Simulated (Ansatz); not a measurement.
Calculated with Ansatz (gas phase, PBE0-D4/def2-TZVP geometries, no zero-point term in ΔE). CCSD(T)/CBS adds triple-zeta CCSD(T) − MP2 to the extrapolated MP2 energy (def2 sets, frozen cores). Functionals use def2-TZVPP. def2 core potentials past Kr. For In, Se outer-core shells are correlated without core-valence functions, which leaves a few kJ/mol of doubt a bond. Scalar relativity is left out up to krypton. Each species was taken in one conformer, which may not be the lowest.

Reaction (formal exchange of groups at the Se–In bond): `[F][InH][SeH]` + `[SiH3][SeH]` → `[SeH][SiH2][SeH]` + `[F][InH2]`

```
       level  ΔE (kJ/mol)
     ωB97M-V         44.2
    PBE-QIDH         46.9
      r2SCAN         46.4
MP2/def2-SVP         56.2
```

(1) What does CCSD(T)/CBS give? (An estimate is asked.)

Largest T1 diagnostic among the species: 0.016.

## Answers

(1) Computed: +49.0 kJ/mol. The listed levels differ from it by -4.8, -2.1, -2.6, 7.2 kJ/mol.

The D4 term adds −5.6 kJ/mol with B3LYP and −3.0 kJ/mol with PBE0; it sums over pairs of atoms, weighted by their polarisabilities, and B3LYP, whose exchange is more repulsive, gets the larger term. In def2-TZVPP, CCSD(T) changes the Hartree–Fock value by −11.0 kJ/mol (the triples alone add −1.0 kJ/mol) and MP2 by −11.4 kJ/mol.

B3LYP here is the variant with VWN-RPA as its local correlation; programs differ in this.
